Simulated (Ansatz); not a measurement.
Ansatz (an electronic-structure program) input:

Ansatz 0.2 input:
```yaml
crystal:
  periodic: [false, false, false]
  atoms:
    - {symbol: C, position_ang: [-0.58542787, -0.32919076, -0.56273294]}
    - {symbol: C, position_ang: [-1.17632129, 1.01444658, -0.78775134]}
    - {symbol: C, position_ang: [-1.46449464, -1.41346719, -0.05579006]}
    - {symbol: C, position_ang: [0.89506542, -0.47321181, -0.48370570]}
    - {symbol: C, position_ang: [1.32744396, -0.00090883, 0.87973755]}
    - {symbol: C, position_ang: [1.94541642, 1.14376447, 1.11142146]}
    - {symbol: H, position_ang: [-1.46854353, 1.49033980, 0.15663338]}
    - {symbol: H, position_ang: [-0.46970285, 1.67465916, -1.28515398]}
    - {symbol: H, position_ang: [-2.07992304, 0.94220919, -1.39585295]}
    - {symbol: H, position_ang: [-2.40826708, -1.43078955, -0.60267499]}
    - {symbol: H, position_ang: [-1.71719922, -1.27013151, 1.00282673]}
    - {symbol: H, position_ang: [-0.98529874, -2.38613044, -0.15111675]}
    - {symbol: H, position_ang: [1.18544421, -1.51832746, -0.61870561]}
    - {symbol: H, position_ang: [1.38367542, 0.13499665, -1.24855059]}
    - {symbol: H, position_ang: [1.03182218, -0.64137547, 1.70001825]}
    - {symbol: H, position_ang: [2.18794178, 1.47128686, 2.10860754]}
    - {symbol: H, position_ang: [2.24252494, 1.80029023, 0.30985697]}
basis:
  gaussian:
    orbitals: def2-TZVP
hamiltonian:
  xc: b3lyp
  dispersion: d3bj
magnetization: {spin_polarized: true, initial_magnetization: 1}
relax: {f_tol: 0.002, max_steps: 150}
```

Question: Predict the final energy.

Answer: -235.30353 Eh (B3LYP-D3(BJ)/def2-TZVP). The basis has 252 functions.

It need not be the lowest isomer of its formula.
